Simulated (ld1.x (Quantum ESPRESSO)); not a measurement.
# How hard is this iron PAW potential?

- Element: iron
- Generator: ld1.x (Quantum ESPRESSO) 7.5
- Type: PAW
- Functional: PBE
- Relativity: scalar-relativistic
- Frozen core: [Ne] 3s2
- Valence charge: 14
- Reference configuration: 3p6 3d6 4s1 4p0 (charge +1)
- Partial waves: 4s (bound): rcut 1.80, rcutus 2.25 bohr; 4s channel at 3.55 Ry: rcut 1.80, rcutus 2.25 bohr; 3p (bound): rcut 1.15, rcutus 1.40 bohr; 4p (bound, empty): rcut 1.15, rcutus 1.40 bohr; 3d (bound): rcut 0.70, rcutus 0.95 bohr; 3d channel at -0.55 Ry: rcut 0.70, rcutus 0.95 bohr
- Local potential: all-electron potential smoothed inside 1.25 bohr (lloc = -1)
- Core correction: Bessel-smoothed model core, default radius (core density twice the valence density)
- Augmentation charge: BESSEL, radius 0.70 bohr

The pseudo-atom Hamiltonian at the reference potential is diagonalised in spherical Bessel functions j_l(qr) that vanish at 20 bohr, with q² up to the cutoff. All-electron valence levels (Ry): 4s -0.9061, 3p -5.0407, 4p -0.5394, 3d -1.1727.

How do the lowest levels (Ry) of each channel move with the cutoff, and are there ghosts?

```
cutoff (Ry)     s #1     s #2     s #3     p #1     p #2     p #3     d #1     f #1    f #2  Σ f·Δε (mRy)
          8  -0.9060  -0.2467  -0.0851  -3.5574  -0.4027  -0.1266  -0.2431  -0.0545  0.0415       14477.8
         18  -2.2323  -0.9061  -0.2469  -4.8506  -0.4795  -0.1451  -0.2820  -0.0545  0.0415        6485.3
         30  -4.8155  -0.9061  -0.2469  -5.0246  -0.5028  -0.1504  -0.3509  -0.0545  0.0415        5027.8
         50  -5.5557  -0.9061  -0.2469  -5.0398  -0.5298  -0.1570  -0.7295  -0.0545  0.0415        2664.7
         70  -5.6065  -0.9061  -0.2469  -5.0405  -0.5390  -0.1595  -1.0402  -0.0545  0.0415         796.5
        110  -5.6109  -0.9061  -0.2469  -5.0407  -0.5393  -0.1596  -1.1695  -0.0545  0.0415          19.6
        160  -5.6109  -0.9061  -0.2469  -5.0407  -0.5394  -0.1596  -1.1720  -0.0545  0.0415           4.6
        260  -5.6109  -0.9061  -0.2469  -5.0407  -0.5394  -0.1596  -1.1727  -0.0545  0.0415           0.4
        400  -5.6109  -0.9061  -0.2469  -5.0407  -0.5394  -0.1596  -1.1728  -0.0545  0.0415           0.0
```

Result: ghost state, extra bound levels that the all-electron valence spectrum of the same l lacks: s at -76.3 eV (a true bound ghost makes a file unfit for plane-wave use); 10 mRy is reached at 120 Ry and 1 mRy at 200 Ry.
